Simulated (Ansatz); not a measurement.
Ansatz (an electronic-structure program) input (CCSD(T)/aug-cc-pVDZ):

Ansatz 0.2 input:
```yaml
crystal:
  periodic: [false, false, false]
  atoms:
    - {symbol: C, position_ang: [2.38826671, 0.46351488, -0.51739442]}
    - {symbol: C, position_ang: [1.48485984, -0.10275107, 0.59428643]}
    - {symbol: C, position_ang: [0.09551236, 0.45400259, 0.60776908]}
    - {symbol: C, position_ang: [-0.95027111, -0.19946429, -0.01578725]}
    - {symbol: O, position_ang: [-0.89942077, -1.30969404, -0.63385421]}
    - {symbol: C, position_ang: [-2.33249594, 0.46931740, 0.04164282]}
    - {symbol: H, position_ang: [2.49073128, 1.54935485, -0.42007409]}
    - {symbol: H, position_ang: [1.93923782, 0.26056424, -1.49192857]}
    - {symbol: H, position_ang: [3.39699305, 0.02482543, -0.50109178]}
    - {symbol: H, position_ang: [1.40911074, -1.18564536, 0.44826363]}
    - {symbol: H, position_ang: [1.99110424, 0.05754846, 1.55931309]}
    - {symbol: H, position_ang: [-0.07749514, 1.41241543, 1.08780816]}
    - {symbol: H, position_ang: [-2.69161929, 0.64822464, -0.97778053]}
    - {symbol: H, position_ang: [-2.33165615, 1.41703109, 0.58918643]}
    - {symbol: H, position_ang: [-3.04627170, -0.21448359, 0.51403735]}
basis:
  gaussian:
    orbitals: aug-cc-pVDZ
total_charge: -1
magnetization: {spin_polarized: false}
correlation: {method: ccsd_t, electrons: outside_noble_gas}
output: {forces: true}
```

End of the output:

```
cycle   7  -27.23289648 eV  change   -3.1e-4 eV  update   1.3e-3
cycle   8  -27.23267273 eV  change    2.2e-4 eV  update   7.2e-4
cycle   9  -27.23244988 eV  change    2.2e-4 eV  update   3.1e-4
cycle  10  -27.23267169 eV  change   -2.2e-4 eV  update   1.6e-4
cycle  11  -27.23263822 eV  change    3.3e-5 eV  update   8.2e-5
cycle  12  -27.23257798 eV  change    6.0e-5 eV  update   3.7e-5
cycle  13  -27.23257278 eV  change    5.2e-6 eV  update   2.1e-5
cycle  14  -27.23256227 eV  change    1.1e-5 eV  update   1.2e-5
cycle  15  -27.23255852 eV  change    3.7e-6 eV  update   6.3e-6
cycle  16  -27.23255842 eV  change    1.1e-7 eV  update   3.3e-6
perturbative correction -1.06155763 eV, -0.0390115234 hartree
the calculation of the forces begins
1.02 GiB of device memory are held for the factors and their scratch space
Total energy: -7360.47550543 eV, -270.4924857150 hartree
Atom 0 at     2.388267     0.463515    -0.517394 Å, force    -0.068896    -0.041037     0.096875 eV/Å
Atom 1 at     1.484860    -0.102751     0.594286 Å, force     0.208431    -0.016115    -0.050353 eV/Å
Atom 2 at     0.095512     0.454003     0.607769 Å, force     0.429589     0.307197     0.235574 eV/Å
Atom 3 at    -0.950271    -0.199464    -0.015787 Å, force    -0.613618     0.550105     0.157828 eV/Å
Atom 4 at    -0.899421    -1.309694    -0.633854 Å, force     0.081552    -1.190767    -0.665761 eV/Å
Atom 5 at    -2.332496     0.469317     0.041643 Å, force     0.082126    -0.059424    -0.018216 eV/Å
Atom 6 at     2.490731     1.549355    -0.420074 Å, force     0.040190     0.474484     0.059362 eV/Å
Atom 7 at     1.939238     0.260564    -1.491929 Å, force    -0.215468    -0.100726    -0.444788 eV/Å
Atom 8 at     3.396993     0.024825    -0.501092 Å, force     0.390179    -0.186141     0.018635 eV/Å
Atom 9 at     1.409111    -1.185645     0.448264 Å, force    -0.028735    -0.483047    -0.055698 eV/Å
Atom 10 at     1.991104     0.057548     1.559313 Å, force     0.185889     0.079216     0.394235 eV/Å
Atom 11 at    -0.077495     1.412415     1.087808 Å, force    -0.110442     0.468242     0.244056 eV/Å
Atom 12 at    -2.691619     0.648225    -0.977781 Å, force    -0.127082     0.076270    -0.443499 eV/Å
Atom 13 at    -2.331656     1.417031     0.589186 Å, force     0.028473     0.427988     0.252816 eV/Å
Atom 14 at    -3.046272    -0.214484     0.514037 Å, force    -0.282188    -0.306247     0.218934 eV/Å
Dipole moment:     0.375431     0.535733     0.191286 e Å
```

It need not be the lowest isomer of its formula. Whether it binds its extra electron was not tested at this geometry.
